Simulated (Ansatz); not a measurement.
Species: ZrH3, net charge 0, doublet state. The spin state was set by rule; other spins were not relaxed. 
Structure (B3LYP-D3(BJ)/def2-TZVP (Ansatz, a quantum-chemistry and plane-wave program) minimum search):
```
Zr
H 1 1.8618
H 1 1.8618 2 117.20
H 1 1.8618 2 117.20 3 147.36
```
Charge 0, spin multiplicity 2.

Quantity: vertical ionisation energy (to the singlet state of charge +1; each state is the SCF solution reached for its spin; the molecule has degenerate orbitals, so one determinant may break the symmetry; for the singlet T1 is 0.027), in eV. Valence correlation only, unless marked. Open shells are spin-unrestricted. No spin-orbit coupling. Frozen are the shells of the preceding noble gas and the d and f shells that filled before the atom's block. In def2 rows, elements after Kr have scalar-relativistic effective core potentials. CBS marks a two-point X^-3 extrapolation of the correlation energy; Hartree-Fock from the larger set.

```json
[
 {"level": "r2SCAN/def2-TZVPD", "program": "Ansatz", "vertical ionisation energy (eV)": "7.66"},
 {"level": "PBE0/def2-TZVPD", "program": "Ansatz", "vertical ionisation energy (eV)": "(withheld)"},
 {"level": "B2PLYP/def2-TZVPD", "program": "Ansatz", "vertical ionisation energy (eV)": "7.60"},
 {"level": "CCSD/def2-SVPD", "program": "Ansatz", "vertical ionisation energy (eV)": "(withheld)"},
 {"level": "CCSD/def2-TZVPPD", "program": "Ansatz", "vertical ionisation energy (eV)": "(withheld)"},
 {"level": "CCSD(T)/CBS(def2-TZVPPD,def2-QZVPPD)", "program": "Ansatz", "vertical ionisation energy (eV)": "7.49"}
]
```

**Question.** Complete the blanks.

**Answer.** 
- PBE0/def2-TZVPD, vertical ionisation energy (eV): 7.64
- CCSD/def2-SVPD, vertical ionisation energy (eV): 7.42
- CCSD/def2-TZVPPD, vertical ionisation energy (eV): 7.48
